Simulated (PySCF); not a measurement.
Levels of Co¹⁴⁺ from EOM-EA-GCCSD

Reference: closed-shell Co¹⁵⁺, [Ne] 3s2; one electron is added. Calculated with PySCF 2.14, two-component X2C-1e with screened spin-orbit coupling, an even-tempered Gaussian basis (19 s from 0.42 bohr⁻², ratio 2.6; 13 p from 0.55 bohr⁻², ratio 2.6; 7 d from 0.56 bohr⁻², ratio 2.8; 4 f from 9.6 bohr⁻², ratio 2.8); frozen 1s2; the 50 highest virtual spinors dropped; of the others 56 kept and the rest restored at second order. No Breit or QED terms. Binding energies in eV.

| level | Koopmans | second order | EOM-CCSD |
| --- | --- | --- | --- |
| 3p1/2 | 442.27 | 443.90 | 443.76 |
| 3p3/2 | 439.28 | 440.92 | 440.82 |
| 3d3/2 | 381.64 | near a pole | 379.90 |
| 3d5/2 | 381.25 | near a pole | 379.62 |

Electric-dipole lines between these computed levels:

```csv
lower,upper,ΔE (eV),vacuum wavelength (nm)
3p1/2,3d3/2,63.865,19.41
3p3/2,3d3/2,60.924,20.35
3p3/2,3d5/2,61.204,20.26
```

In EOM-CCSD the overlap with the one-orbital guess is low for 3d3/2 (weight 0.84), 3d5/2 (weight 0.85). That can mean mixing with two-particle, one-hole states, where second order and EOM-CCSD lose accuracy, or only a rotation among the degenerate components of the shell; the terms of those configurations are not listed.

For comparison, the ionisation energy of Co¹⁴⁺ is 441.1 ± 1.4 eV (semi-empirical (NIST evaluation); NIST Atomic Spectra Database, ionization energies).

Only part of the computed levels is shown.
